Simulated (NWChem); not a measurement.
## Polarisability of H4Ge

```xyz
5

Ge     0.0000     0.0000     0.0000
H      0.0000    -1.2642     0.8939
H      0.0000     1.2642     0.8939
H     -1.2642     0.0000    -0.8939
H      1.2642     0.0000    -0.8939
```
Charge 0, spin multiplicity 1.

Everything below was run with NWChem. Structure: optimised with PBE/def2-SVP, a minimum by its harmonic frequencies.

Basis set: def2-SVPD. Static limit.

```
method                isotropic polarisability (bohr³)  difference from CCSD linear response
--------------------  --------------------------------  ------------------------------------
HF                                               33.57                                 -1.35
LDA (SVWN5)                                      37.90                                 +2.99
B3LYP                                            35.91                                 +0.99
PBE                                              36.71                                 +1.79
CCSD linear response                             34.92                                  0.00
```

The values span 4.33 bohr³, from HF (lowest) to LDA (SVWN5) (highest). 

The Hamiltonian is non-relativistic. The correlated methods keep 9 core orbitals frozen. B3LYP has NWChem's definition, with VWN1-RPA local correlation. The structure started from a generated list of species. No row is a measurement; the coupled-cluster row has its own basis-set and correlation limits.
